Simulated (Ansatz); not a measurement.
Start from `[SiH3]C[O][AlH][SiH3]` and change one atom or group to get `O[SiH2]OC[SiH3]`.

Ansatz, PBE0-D4/def2-TZVP geometries, multiplicity 1. Each molecule was computed in one conformer, which needn't be the lowest.

| property | `[SiH3]C[O][AlH][SiH3]` |
| --- | --- |
| HOMO–LUMO gap (B3LYP/def2-TZVPP) / eV | 5.63 |
| HOMO–LUMO gap (PBE/def2-TZVPP) / eV | 4.08 |
| LUMO energy (ωB97M-V/def2-TZVPP) / eV | 0.14 |
| size of the dipole moment (ωB97M-V/def2-TZVPP) / D | 0.78 |
| HOMO energy (PBE0/def2-TZVPP) / eV | -7.51 |
| HOMO energy (PBE/def2-TZVPP) / eV | -6.35 |

Question: What does the change do to each property? (Estimate.)

Answer: Computed: 
```
                                          property  `O[SiH2]OC[SiH3]`  shift
             HOMO–LUMO gap (B3LYP/def2-TZVPP) / eV               7.60   1.97
               HOMO–LUMO gap (PBE/def2-TZVPP) / eV               5.82   1.74
             LUMO energy (ωB97M-V/def2-TZVPP) / eV               1.89   1.75
size of the dipole moment (ωB97M-V/def2-TZVPP) / D               2.05   1.27
                HOMO energy (PBE0/def2-TZVPP) / eV              -7.77  -0.26
                 HOMO energy (PBE/def2-TZVPP) / eV              -6.36  -0.01
```

With PBE0 the HOMO falls by 0.26 eV and the LUMO rises by 1.83 eV, so the gap widens by about 2.09 eV. PBE moves the HOMO by -0.01 eV and ωB97M-V by -0.54 eV. Dipoles are sizes alone; their direction can turn.

B3LYP here is the variant with VWN-RPA as its local correlation; programs differ in this.
